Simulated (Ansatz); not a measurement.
```yaml
crystal:
  periodic: [false, false, false]
  atoms:
    - {symbol: Ta, position_ang: [0.554687, 1.335520, -0.146257]}
    - {symbol: Ta, position_ang: [-1.395636, -1.159818, -0.406537]}
    - {symbol: O, position_ang: [0.327574, 1.602432, 1.566488]}
    - {symbol: O, position_ang: [-1.229690, 0.760173, -0.674734]}
    - {symbol: O, position_ang: [1.131464, 2.943401, -1.018226]}
    - {symbol: O, position_ang: [1.074583, -0.508598, -0.934670]}
    - {symbol: O, position_ang: [-0.203520, -1.776502, 1.032541]}
    - {symbol: O, position_ang: [-3.018202, -1.512413, 0.100444]}
    - {symbol: O, position_ang: [1.919579, -0.370199, 0.278646]}
    - {symbol: H, position_ang: [1.264345, 3.839597, -0.660239]}
    - {symbol: H, position_ang: [1.392232, -0.983399, 0.895285]}
    - {symbol: H, position_ang: [-1.286807, -2.091555, -1.934297]}
    - {symbol: H, position_ang: [-0.530609, -2.078648, 1.901566]}
basis:
  gaussian: {orbitals: def2-SVPD}
magnetization: {spin_polarized: false, initial_magnetization: 2}
hamiltonian: {xc: {name: PBE0}, pseudopotentials: {relativity: scalar}}
scf: {omitted_lower_state_checks: [starts]}
output: {forces: true}
```

```sh
$ ansatz run in.yaml --threads 4 --pin off --events-out ev --progress --plain --max-ram 4787MiB
```

Output, abridged:

```
Functional definition: PBE0
2245 factors; their error is unknown
mean field evaluation 1: about -17442.2639 eV, gradient 1.4e2 eV
mean field evaluation 2: about -16984.2536 eV, gradient 4.3e2 eV
mean field evaluation 4: about -17460.7712 eV, gradient 9.7e1 eV
mean field evaluation 8: about -17482.4270 eV, gradient 2.0e1 eV
mean field evaluation 16: about -17483.6784 eV, gradient 1.1e0 eV
mean field evaluation 32: about -17483.8143 eV, gradient 1.4e-4 eV
mean field -17483.81425465 eV, -642.5183229033 hartree, gradient 5.1e-6 eV, S^2 2.000000; 0 other end points of the search recorded, 0 dependent functions left out
reference -17483.81430751 eV, -642.5183248459 hartree; 44, 42 occupied and 219, 221 virtual orbitals, 2245 factors
Total energy: -17483.81430751 eV, -642.5183248459 hartree
Relativity: scalar
Atom 0 at     0.554687     1.335520    -0.146257 Å, force     0.408946     1.253887    -6.034853 eV/Å
Atom 1 at    -1.395636    -1.159818    -0.406537 Å, force    -0.744997    -0.042294     0.134274 eV/Å
Atom 2 at     0.327574     1.602432     1.566488 Å, force     0.079646     0.440757     5.832731 eV/Å
Atom 3 at    -1.229690     0.760173    -0.674734 Å, force    -0.195131    -0.849440    -0.300759 eV/Å
Atom 4 at     1.131464     2.943401    -1.018226 Å, force    -0.109736     0.746636     0.339364 eV/Å
Atom 5 at     1.074583    -0.508598    -0.934670 Å, force     1.292168    -0.089089     1.241352 eV/Å
Atom 6 at    -0.203520    -1.776502     1.032541 Å, force    -0.024865    -0.127665     0.770579 eV/Å
Atom 7 at    -3.018202    -1.512413     0.100444 Å, force     0.631124     0.227625    -0.194100 eV/Å
Atom 8 at     1.919579    -0.370199     0.278646 Å, force    -1.825953    -1.120358    -0.317479 eV/Å
Atom 9 at     1.264345     3.839597    -0.660239 Å, force    -0.095256    -0.629153    -0.381938 eV/Å
Atom 10 at     1.392232    -0.983399     0.895285 Å, force     0.290865    -0.021823    -0.426338 eV/Å
Atom 11 at    -1.286807    -2.091555    -1.934297 Å, force     0.071843     0.040089     0.027429 eV/Å
Atom 12 at    -0.530609    -2.078648     1.901566 Å, force     0.221345     0.170828    -0.690261 eV/Å
Dipole moment:     0.788148     0.281730     0.443512 e Å
Checks for a lower state left out: starts
```

Run time 1.7 min (4 threads of Arm Neoverse N1 on a shared host), peak host memory 2.2 GiB.

In the def2 sets Ta takes a core potential; there is no spin–orbit coupling.

With spin_polarized false and unpaired electrons the run is restricted open-shell.
